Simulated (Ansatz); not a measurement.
CH₅S, SMILES C[SH2+], charge +1.

Geometry: B3LYP-D3(BJ)/def2-TZVP. The isomer is the one that the SMILES or the coordinates give; other isomers of the formula were not compared.

Two levels are set side by side: PBE/def2-TZVPD (Ansatz, an electronic-structure program) and CAM-B3LYP/def2-TZVPD (Ansatz). Energy differences of separate SCF runs at the same geometry; the states with an electron removed or added have multiplicity 2 and 2. Differences are taken from unrounded values.

```tsv
quantity	CAM-B3LYP
vertical ionisation energy (eV)	19.06
vertical electron affinity (eV)	4.32
vertical singlet–triplet gap (eV)	7.25
```

Question: What does PBE give, and how far is it from CAM-B3LYP? (The exact figures need the calculation; the answer reports its results.)

Answer: 
```csv
quantity,PBE,PBE minus CAM-B3LYP
vertical ionisation energy (eV),18.75,-0.31
vertical electron affinity (eV),4.47,0.15
vertical singlet–triplet gap (eV),6.96,-0.29
```
